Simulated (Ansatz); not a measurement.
The inner images of a band of Cl3FH2HfO (8 atoms, charge 0, multiplicity 1) are given out of order.

Computed with RKS B3LYP/def2-SVP in Ansatz.

Initial state:

```xyz
8
Properties=species:S:1:pos:R:3
Hf 0.085 -0.047 0.098
Cl -0.057 0.472 2.431
Cl 2.164 0.416 -0.923
F -0.939 1.430 -0.525
Cl -1.209 -1.762 -0.955
O 1.037 -1.977 1.057
H 0.776 -2.857 0.744
H 1.172 -2.017 2.017
```

Final state:

```xyz
8
Properties=species:S:1:pos:R:3
Hf 0.120 -0.509 -0.263
Cl 1.067 0.390 2.652
Cl 2.100 0.569 -0.993
F -1.294 0.657 0.280
Cl -0.749 -1.541 -2.194
O 0.424 -2.022 0.940
H 0.377 -2.982 0.994
H 0.984 -0.905 2.529
```

Problem. Put them in order from the first end to the last, with their energies above the first end.
A.
```xyz
8
Properties=species:S:1:pos:R:3
Hf 0.234 -0.158 -0.012
Cl 0.926 0.478 2.295
Cl 2.093 0.680 -1.182
F -1.276 0.991 0.003
Cl -0.625 -1.735 -1.610
O 0.530 -1.996 1.203
H 0.359 -2.947 1.159
H 0.788 -1.655 2.090
```
B.
```xyz
8
Properties=species:S:1:pos:R:3
Hf 0.212 -0.081 0.056
Cl 0.606 0.601 2.347
Cl 2.086 0.671 -1.147
F -1.197 1.159 -0.241
Cl -0.754 -1.838 -1.291
O 0.742 -2.006 1.179
H 0.433 -2.884 0.904
H 0.901 -1.965 2.137
```
C.
```xyz
8
Properties=species:S:1:pos:R:3
Hf 0.191 -0.369 -0.121
Cl 0.976 0.245 2.514
Cl 2.105 0.643 -1.058
F -1.252 0.842 0.162
Cl -0.672 -1.653 -1.903
O 0.483 -1.977 1.111
H 0.373 -2.935 1.062
H 0.825 -1.139 2.177
```
D.
```xyz
8
Properties=species:S:1:pos:R:3
Hf 0.241 -0.104 0.025
Cl 0.821 0.577 2.294
Cl 2.076 0.708 -1.200
F -1.238 1.077 -0.134
Cl -0.633 -1.817 -1.431
O 0.603 -2.003 1.214
H 0.345 -2.918 1.022
H 0.814 -1.864 2.154
```
E.
```xyz
8
Properties=species:S:1:pos:R:3
Hf 0.134 -0.056 0.086
Cl 0.151 0.514 2.421
Cl 2.150 0.518 -0.989
F -1.044 1.343 -0.437
Cl -1.049 -1.801 -1.067
O 0.973 -1.995 1.088
H 0.640 -2.856 0.788
H 1.075 -2.009 2.053
```
F.
```xyz
8
Properties=species:S:1:pos:R:3
Hf 0.175 -0.067 0.074
Cl 0.374 0.566 2.393
Cl 2.119 0.603 -1.067
F -1.132 1.250 -0.340
Cl -0.898 -1.825 -1.181
O 0.869 -2.005 1.132
H 0.537 -2.868 0.837
H 0.986 -1.998 2.096
```
G.
```xyz
8
Properties=species:S:1:pos:R:3
Hf 0.221 -0.258 -0.065
Cl 0.959 0.344 2.395
Cl 2.127 0.630 -1.107
F -1.262 0.908 0.101
Cl -0.648 -1.671 -1.793
O 0.498 -1.966 1.193
H 0.366 -2.924 1.164
H 0.768 -1.407 2.056
```

Solution. E (+0.4 kcal/mol), F (+1.2 kcal/mol), B (+2.1 kcal/mol), D (+3.2 kcal/mol), A (+6.0 kcal/mol), G (+14.2 kcal/mol), C (+22.1 kcal/mol).

Time of the run: 5.6 min on 4 threads of Arm Neoverse V1, with other jobs on the host, peak memory 0.38 GiB.
